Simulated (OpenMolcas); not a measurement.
## Ta4+ in a point-charge field

Ta4+ among 4 point charges of -1 e arranged as a square (D4h), 2 Å from the ion.
```
   2.0000    0.0000    0.0000  -1.00
   0.0000    2.0000    0.0000  -1.00
  -2.0000    0.0000    0.0000  -1.00
   0.0000   -2.0000    0.0000  -1.00
```

```
Program             : OpenMolcas
Method              : SS-CASPT2, IPEA 0.25 Eh, imaginary shift 0.1 Eh (closed shells correlated: 4f 5s 5p)
Basis               : ANO-RCC-VDZP [7s6p4d2f1g]
Scalar Hamiltonian  : DKH2, point nucleus
Active space        : 1 electron in 5 orbitals (5d)
State averaging     : 2S+1 = 2 even, 5 roots
Spin-orbit coupling : RASSI with atomic mean-field integrals over the reference wave functions
```

The lowest spin-free states (labels of D4, the rotations of D4h), above the lowest:

| State | Degeneracy | E (cm-1) | Free-ion L (%) |
| --- | --- | --- | --- |
| 2A1 | 1 | 0 | D (100) |
| 2E | 2 | 4550 | D (100) |
| 2B2 | 1 | 13790 | D (100) |
| 2B1 | 1 | 23000 | D (100) |

The lowest levels with spin-orbit coupling:

```
E (cm-1)  Degeneracy  Label  2S+1               g
       0           2   E1/2     2  0.73 0.73 1.41
    7170           2   E3/2     2  0.21 0.21 3.71
    7500           2   E1/2     2  0.59 2.73 2.73
   15910           2   E3/2     2  0.43 2.17 2.17
   26420           2   E3/2     2  1.96 1.96 4.14
```

Powder χT (cm3 K/mol): 0.0954 at 2 K, 0.0959 at 10 K, 0.0985 at 50 K, 0.102 at 100 K, 0.108 at 200 K, 0.115 at 300 K. The effective moment at 300 K is 2.828 √(χT) = 0.96 μB.

The lowest level has 2S+1 = 2, for which the spin-only value is χT = S(S+1) / 2 = 0.375 cm3 K/mol (g = 2). The computed 0.115 at 300 K differs by -0.260, through orbital momentum, spin-orbit coupling and any other state in reach.

Free-ion shares, where given, are those of the reference states; single-state CASPT2 does not remix them. Point charges carry no covalency, so the field is a model and not that of real ligands. No measured value stands beside these numbers.
